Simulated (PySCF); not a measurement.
# Working out the ionisation energy of Co

Co [Ar] 3d7 4s2 (4F) → Co⁺ [Ar] 3d8 (3F). Calculation: PySCF 2.14, in aug-cc-pwCVTZ-DK with one added diffuse shell each of s, p, d, f, g type (11s10p8d5f4g, 152 functions); the spin-free X2C one-electron Hamiltonian (Gaussian nucleus). Frozen: nothing. Energies in hartree (1 hartree = 27.21139 eV):

| part | Co (lower) | Co⁺ (upper) |
| --- | --- | --- |
| UHF | -1391.882639 | -1391.577647 |
| MP2 opposite-spin | -0.645566 | -0.674962 |
| MP2 same-spin | -0.308824 | -0.325212 |

Task: What does Hartree-Fock give?

Result: (-1391.577647) − (-1391.882639) = 0.304992 hartree = 8.299 eV.

Task: What do MP2 and SCS-MP2 (6/5 opposite-spin, 1/3 same-spin) give?

Result: The opposite-spin parts differ by -0.800 eV and the same-spin parts by -0.446 eV. MP2: 8.299 + (-0.800) + (-0.446) = 7.053 eV. SCS-MP2: 8.299 + 1.2 × (-0.800) + (-0.446)/3 = 7.190 eV.

Measured between the centres of the two terms (NIST): 7.869 eV, so MP2 (all electrons) is off by -0.816 eV.

What remains against the reference includes basis incompleteness and correlation beyond second order.
